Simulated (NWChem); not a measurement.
# CH$_{6}$FNSi$_{2}$; SMILES F[Si@H]1CN[SiH2]1

```xyz
11

F     -0.3743     2.2096     0.4773
Si    -0.0292     0.9032    -0.4236
C      1.5185    -0.0955     0.1275
N      0.8274    -1.4052     0.1348
Si    -0.9085    -1.2013     0.0631
H      0.0231     1.3772    -1.8358
H      2.3602    -0.0700    -0.5792
H      1.8993     0.2071     1.1149
H      1.3749    -2.2275     0.3620
H     -1.6808    -1.4053     1.3287
H     -1.5885    -2.0327    -0.9742
```
Atoms are numbered in this order, from 1.

Coordinates come from a B3LYP/6-31G* (spherical d) optimisation.

### Question
Give the principal values of the shielding tensors (ppm) of F1, Si2, C3, N4, Si5 from B3LYP/6-311G** (spherical d), GIAO (NWChem), with their diamagnetic and paramagnetic parts as GIAO splits them.

### Answer
```csv
atom,σ11,σ22,σ33,isotropic,diamagnetic,paramagnetic
F1,321.0,375.1,413.8,370.0,473.7,-103.7
Si2,253.3,307.9,355.3,305.5,878.6,-573.1
C3,97.5,124.6,172.8,131.6,248.9,-117.3
N4,201.9,238.9,292.3,244.4,321.1,-76.7
Si5,268.2,336.6,462.0,355.6,880.5,-524.9
```
